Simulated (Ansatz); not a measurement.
Isolated molecules relaxed with PBE0-D4/def2-TZVP in Ansatz; ΔE leaves out vibrations. CBS: MP2 limit from def2 TZ/QZ plus the TZ coupled-cluster correction, frozen cores. Functionals use def2-TZVPP. B3LYP here is the variant with VWN-RPA as its local correlation; programs differ in this. For Ge outer-core shells are correlated without core-valence functions, which leaves a few kJ/mol of doubt a bond. Scalar relativity is left out up to krypton. Each species was taken in one conformer, which may not be the lowest.

`C[S][Ge][NH2]` + `C[SiH2]O[SiH2]F` → `C[S][Ge][F]` + `C[SiH2]O[SiH2]N`  (redistribution)

`C[S][Ge][NH2]`:

```xyz
9

C     0.313    1.790   -0.873
S     0.218   -0.021   -0.902
Ge   -0.324   -0.426    1.228
N    -0.386   -2.237    1.070
H    -0.404    2.199   -1.584
H     1.317    2.103   -1.156
H     0.087    2.179    0.121
H    -0.610   -2.816    1.862
H    -0.211   -2.772    0.234
```

`C[SiH2]O[SiH2]F`:

Z-matrix (Å, degrees):
```
C
Si 1 1.856
H 1 1.093 2 110.4
H 1 1.092 2 110.9 3 119.9
H 1 1.093 2 110.8 3 -119.9
O 2 1.648 1 110.3 3 -179.8
H 2 1.489 1 110.6 3 59.9
H 2 1.485 1 111.2 3 -61.4
Si 6 1.614 2 146.6 1 -76.7
F 9 1.597 6 109.5 2 56.0
H 9 1.480 6 110.8 2 -61.6
H 9 1.477 6 108.9 2 173.5
```

`C[S][Ge][F]`:

Z-matrix (Å, degrees):
```
C
S 1 1.812
H 1 1.089 2 108.4
H 1 1.089 2 108.4 3 118.7
H 1 1.088 2 110.6 3 -120.7
Ge 2 2.225 1 106.6 3 120.8
F 6 1.769 2 98.8 1 -0.0
```

`C[SiH2]O[SiH2]N`:

Z-matrix (Å, degrees):
```
C
Si 1 1.857
H 1 1.092 2 110.9
H 1 1.093 2 110.5 3 -120.0
H 1 1.093 2 110.8 3 120.2
O 2 1.638 1 109.2 3 -60.8
H 2 1.490 1 110.3 3 179.0
H 2 1.492 1 110.4 3 59.8
Si 6 1.639 2 142.6 1 162.2
N 9 1.705 6 116.0 2 44.5
H 9 1.484 6 108.2 2 -74.9
H 9 1.481 6 105.5 2 164.4
H 10 1.006 9 121.7 6 -83.4
H 10 1.006 9 122.3 6 72.0
```

```csv
level,ΔE (kcal/mol),difference from CCSD(T)/CBS
PBE-D4,6.9,-4.0
r2SCAN-D4,8.7,-2.2
PBE0-D4,8.6,-2.3
B3LYP-D4,8.0,-2.9
ωB97X-V,8.6,-2.3
ωB97M-V,8.4,-2.5
B2PLYP,9.2,-1.7
PBE,6.9,-4.0
r2SCAN,8.8,-2.1
PBE0,8.6,-2.3
B3LYP,7.9,-3.0
HF/def2-TZVPP,11.2,0.3
MP2/def2-TZVPP,11.7,0.8
SCS-MP2/def2-TZVPP,11.3,0.4
CCSD/def2-TZVPP,11.1,0.2
CCSD(T)/def2-TZVPP,10.8,-0.1
HF/def2-QZVPP,11.2,0.3
MP2/def2-QZVPP,11.8,0.9
SCS-MP2/def2-QZVPP,11.4,0.5
HF/CBS(def2),11.3,0.4
MP2/CBS(def2),11.8,0.9
CCSD/CBS(def2),11.2,0.3
CCSD(T)/CBS,10.9,0
```

Largest T1 diagnostic among the species: 0.015.

From PBE to PBE0 (25 % exact exchange), in def2-TZVPP and without D4, ΔE moves by +1.7 kcal/mol.
